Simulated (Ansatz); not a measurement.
A nudged elastic band was laid between two geometries of GaH4N + H4Si (11 atoms, charge 0, multiplicity 1).

Level of theory: Ansatz, RKS PBE0-D4/def2-SVP.

| Quantity | Value |
| --- | --- |
| movable images | 7 |
| climbing image | yes |
| spring | 5.0 eV/Å² |
| optimiser | quadratic models (default) |
| start path | through a guess of the saddle point |
| force threshold | 0.05 eV/Å |
| iteration limit | 49 |
| end points | relaxed |

Initial state:

```xyz
11
Properties=species:S:1:pos:R:3
Ga 0.254 -0.127 0.554
N 0.004 -1.255 1.950
H -0.901 -1.580 2.265
H 0.749 -1.592 2.548
H 1.726 0.267 0.205
H -1.023 0.303 -0.246
Si -0.502 3.314 0.968
H -1.988 3.196 0.965
H -0.089 4.567 1.667
H 0.022 3.311 -0.428
H 0.080 2.146 1.710
```

Final state:

```xyz
11
Properties=species:S:1:pos:R:3
Ga 0.193 0.605 0.194
N -0.135 -0.218 2.171
H -0.838 -0.957 2.138
H 0.726 -0.626 2.535
H 1.729 0.252 0.053
H -0.842 -0.291 -0.600
Si -0.401 2.912 0.616
H -1.818 3.060 1.102
H 0.448 3.534 1.691
H -0.275 3.801 -0.586
H -0.454 0.478 2.846
```

Task: What changes between the two ends?

Result: Bonds broken: Si7–H11. Bonds formed: Ga1–Si7, N2–H11. GaH4N + H4Si becomes GaH8NSi.

Task: Give the energies along the band, and the barrier.

Result: It converged. The highest image is number 4 of 0 to 8, 26.3 kcal/mol above the first end and 44.6 kcal/mol above the last; the last end lies 18.4 kcal/mol below the first. A structure lower than the last end lies on the path between it and the top, so the climb from that side starts below the end, which may itself be a saddle point or a shallow side well. Neighbouring images differ by up to 1.6 eV, so the band resolves the path poorly. A vibrational analysis at the climbing image gives one clearly imaginary mode, 1346i cm⁻¹: a first-order saddle point. The orbitals stay closed-shell, which can raise the energy where a bond breaks towards radicals; this wasn't checked here.

```csv
image,path coordinate (Å),energy (kcal/mol),Si7–H11 (Å),Ga1–Si7 (Å),N2–H11 (Å)
0,0.00,0.0,1.50,3.55,3.41
1,0.78,0.2,1.50,3.56,3.15
2,1.56,0.9,1.50,3.47,2.81
3,2.34,5.0,1.51,3.19,2.32
4,3.12,26.3,1.81,2.76,1.47
5,4.04,-10.6,2.58,2.46,1.02
6,4.96,-18.5,3.23,2.42,1.02
7,5.88,-18.6,3.40,2.42,1.02
8,6.81,-18.4,3.30,2.42,1.02
```

Task: What is the geometry of the highest image?

Result: 
```xyz
11
Properties=species:S:1:pos:R:3
Ga 0.297 0.244 0.233
N -0.146 -0.330 2.048
H -0.963 -0.914 2.214
H 0.598 -0.581 2.695
H 1.824 0.480 0.002
H -0.823 -0.060 -0.812
Si -0.471 2.752 1.082
H -1.902 3.153 1.268
H 0.388 3.607 1.963
H -0.108 3.098 -0.337
H -0.363 1.100 1.803
```

The band took 28 iterations and roughly 25 core-minutes.

The run took 13 min on 2 threads of AMD EPYC 7R43 64-Core Processor (Zen 3), with other jobs on the host, peak memory 0.26 GiB.
